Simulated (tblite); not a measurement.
Species: C₇H₁₁O (doublet state).
Z-matrix (Å and degrees, GFN2-xTB geometry), rows numbered from 1:
```
C 
O   1  1.4065
C   2  1.3573  1  116.55
C   3  1.3799  2  130.55  1    -0.28
C   4  1.3773  3  110.38  2  -179.86
C   5  1.4988  4  111.08  3     0.92
C   6  1.5321  5  112.00  4   120.18
C   3  1.4997  2  118.73  1   179.77
H   1  1.0888  2  106.31  3  -179.70
H   1  1.0948  2  111.15  3   -60.60
H   1  1.0951  2  111.25  3    61.06
H   4  1.0762  3  125.41  2     0.31
H   5  1.0728  4  126.09  3   179.56
H   6  1.0971  5  110.38  4  -119.97
H   7  1.0874  6  110.22  5   -57.90
H   7  1.0879  6  110.57  5  -178.32
H   7  1.0875  6  110.22  5    61.75
H   8  1.0926  3  110.77  2   -60.15
H   8  1.0925  3  110.91  2    58.59
```

Calculated harmonic vibrations of the isolated species, GFN2-xTB (tblite), most abundant isotopes, no scaling. Against measured fundamentals such values can be off by several per cent, at times by over 20. One conformer, not necessarily the lowest. Open shells enter through the occupations alone, without spin polarisation, and single modes of such species can be off by tens of per cent.

Harmonic wavenumbers (cm⁻¹): 55.4, 112.5, 180.7, 207.6, 227.8, 263.4, 328.3, 375.4, 447.0, 496.3, 600.3, 626.5, 710.7, 840.9, 876.8, 889.3, 905.7, 969.5, 1042.7, 1050.6, 1067.7, 1094.3, 1120.7, 1131.9, 1155.5, 1164.0, 1222.4, 1237.8, 1269.5, 1290.6, 1300.2, 1399.4, 1401.0, 1435.7, 1458.5, 1464.5, 1480.5, 1499.1, 1503.0, 1526.9, 2884.9, 2926.0, 2936.6, 2944.0, 2966.2, 3025.8, 3026.5, 3035.1, 3039.2, 3118.8, 3152.0.

A = 5200, B = 1253, C = 1095 MHz; mass 111.081 u (most abundant isotopes); point group C1, symmetry number 1; spin multiplicity 2.

Question: What is the zero-point energy?

Answer: Half the sum of the wavenumbers: 35243 cm⁻¹ = 100.76 kcal/mol.

Question: What is S at 298.15 K and 1 bar for an ideal gas of classical rigid rotors and harmonic oscillators?

Answer: Translation 40.06, rotation 28.20, vibration 22.21, spin (R ln 2) 1.38: S = 91.8 cal/(mol K).

Question: And Cp and H(298.15 K) − H(0)?

Answer: Cp = 34.06 cal/(mol K), of which vibrations give 26.11 (their classical limit is 51 R = 101.3); H(298.15 K) − H(0) = 6.06 kcal/mol without the zero-point energy, 3.69 from vibrations.

Question: Blend soft modes into free rotors: weight 1/[1 + (100 cm⁻¹/ν̃)⁴] for the oscillator and the rest for a rotor with moment μB/(μ + B), μ = h/(8π²ν), B = 10⁻⁴⁴ kg m². What vibrational entropy results?

Answer: 20.97 cal/(mol K) in place of 22.21, which changes −T·S at 298.15 K by +0.37 kcal/mol.

Question: How do the functions run with temperature in this model?

Answer: 
| T (K) | S (cal/(mol K)) | Cp (cal/(mol K)) | H − H(0) (kcal/mol) | G − H(0) (kcal/mol) | ln q(vib) |
| --- | --- | --- | --- | --- | --- |
| 50 | 57.2 | 11.1 | 0.46 | -2.40 | 0.28 |
| 100 | 66.4 | 16.1 | 1.14 | -5.50 | 1.03 |
| 373.15 | 100.3 | 41.6 | 8.90 | -28.53 | 6.53 |
| 500 | 114.1 | 53.1 | 14.93 | -42.14 | 9.30 |
| 750 | 139.0 | 69.6 | 30.42 | -73.86 | 14.82 |
| 1000 | 160.6 | 80.4 | 49.26 | -111.38 | 20.17 |

q(vib) and H(0) count from the zero-point level.

Hindered rotation and anharmonicity are outside this model. Other conformers, if any are populated, would add a mixing term that is left out. The structure is chiral; the term R ln 2 for an equal mix with its mirror image is left out.
